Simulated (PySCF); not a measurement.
Geometry (Å), atoms numbered from 1 in this order:
```xyz
23

Al    0.675    1.310    0.814
C     2.522    0.683    0.986
H     3.119    1.325    1.655
H     3.028    0.673    0.005
H     2.574   -0.348    1.374
C     0.037    3.041    1.446
H    -0.871    2.929    2.061
H    -0.244    3.684    0.594
H     0.787    3.586    2.040
O    -0.513    0.348    0.060
C    -0.757   -0.866   -0.598
C     0.508   -1.358   -1.302
C    -1.218   -1.891    0.437
C    -1.863   -0.617   -1.623
H     0.324   -2.297   -1.846
H     0.857   -0.607   -2.028
H     1.315   -1.537   -0.575
H    -0.426   -2.062    1.183
H    -1.465   -2.857   -0.029
H    -2.109   -1.518    0.963
H    -1.536    0.141   -2.351
H    -2.763   -0.236   -1.118
H    -2.124   -1.536   -2.168
```

Geometry: PBE0-D3(BJ)/def2-SVP; GIAO absolute shieldings from PySCF 2.14, gas phase, non-relativistic, averaged over equivalent atoms.

At PBE0/pcSseg-1 (pcSseg-2 on Al) (237 basis functions):
```
                              atoms  σ (ppm)
                                Al1    354.2
                                C11    115.0
                        C12/C13/C14    149.3
                              C2/C6    194.5
H15/H16/H17/H18/H19/H20/H21/H22/H23    30.07
                  H3/H4/H5/H7/H8/H9    31.69
                                O10    182.9
```

**Question.** Predict the values at B3LYP/pcSseg-1 (pcSseg-2 on Al) on the same geometry.

**Answer.** 
```tsv
atoms	σ at B3LYP/pcSseg-1 (pcSseg-2 on Al)	change
Al1	344.7	-9.5
C11	108.0	-7.0
C12/C13/C14	143.4	-5.9
C2/C6	189.8	-4.7
H15/H16/H17/H18/H19/H20/H21/H22/H23	30.18	+0.11
H3/H4/H5/H7/H8/H9	31.83	+0.14
O10	176.0	-6.9
```

The largest change is at Al1 (aluminium bonded to 2 C, O). Cost: 237 basis functions. The order of the carbon signals is the same at both levels.
